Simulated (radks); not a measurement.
Results of a calculation; reference values are marked as such.
All-electron atom: I XLIV in [Ne].

Level of theory: scalar-relativistic Kohn-Sham, r2SCAN, spin-polarised, spherical densities, finite nucleus; meta-GGA in the generalised Kohn-Sham scheme; Fermi nuclear charge, rms radius 4.75 fm (a radial shooting solver on a logarithmic mesh with Libxc functionals).

Energy parts (eV):
total: -145467.543
kinetic: 154449.007
electron-nucleus: -312147.325
Hartree: 14733.629
exchange-correlation: -2502.853

Orbitals (lengths in bohr, moments of r in powers of bohr):
[
 {"orbital": "1s", "occ.": "2", "eigenvalue (eV)": "-35950.20", "<r>": "0.02720"},
 {"orbital": "2s", "occ.": "2", "eigenvalue (eV)": "-7843.111", "<r>": "0.1148"},
 {"orbital": "2p", "occ.": "6", "eigenvalue (eV)": "-7348.052", "<r>": "0.1001"}
]

The highest occupied level is 2p at -7348.1 eV. For comparison, the ionisation energy in NIST's Atomic Spectra Database is 7337 eV (theoretical). In exact Kohn-Sham theory the highest level is minus the ionisation energy, but local and semilocal functionals leave it too shallow, through self-interaction and a potential that decays too fast; potentials with the right tail come closer. Summed over all electrons, <r^2> = 0.1060 bohr^2, which gives a Langevin (diamagnetic) susceptibility term of -0.0839 x 10^-6 cm^3/mol. The electron density at the nucleus is 2.518e+05 e/bohr^3 (large components only).
